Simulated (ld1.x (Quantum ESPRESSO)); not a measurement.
# u(r) = r·R(r): atom against pseudo-atom (boron)

Columns: radius, all-electron u(r) and pseudo u(r) of the 2s shell (level -9.44 eV) of boron in the configuration [He] 2s2 2p1; PBE, scalar-relativistic, PAW scheme, ld1.x (Quantum ESPRESSO) 7.5.

```
r (bohr)  all-electron   pseudo
   0.213        0.2937  -0.0951
   0.425        0.0515  -0.2101
   0.638       -0.2447  -0.3511
   0.850       -0.4752  -0.5005
   1.062       -0.6275  -0.6290
   1.275       -0.7094  -0.7094
   1.488       -0.7363  -0.7363
   1.700       -0.7247  -0.7247
   1.912       -0.6884  -0.6884
   2.125       -0.6375  -0.6375
   2.338       -0.5795  -0.5795
   2.550       -0.5197  -0.5197
   2.762       -0.4612  -0.4612
   2.975       -0.4056  -0.4056
   3.188       -0.3544  -0.3544
   3.400       -0.3083  -0.3083
   3.613       -0.2669  -0.2669
   3.825       -0.2304  -0.2304
   4.038       -0.1982  -0.1982
   4.250       -0.1702  -0.1702
   4.462       -0.1459  -0.1459
   4.675       -0.1247  -0.1247
   4.888       -0.1064  -0.1064
   5.100       -0.0907  -0.0907
   5.313       -0.0772  -0.0772
   5.525       -0.0656  -0.0656
```

Problem. How many radial nodes do the two functions have?

Solution. The all-electron 2s function has n − l − 1 = 1; the pseudo-wave has 0, since the states of the same l below it are removed with the core.

Problem. At about which radius was the pseudo-wave matched?

Solution. 1.20 bohr, where the columns begin to agree (steps of 0.21 bohr).

Problem. Is the pseudo-wave norm-conserving?

Solution. No, it belongs to a PAW set: the norm inside the radius is not constrained, and the difference is carried by the augmentation charge.
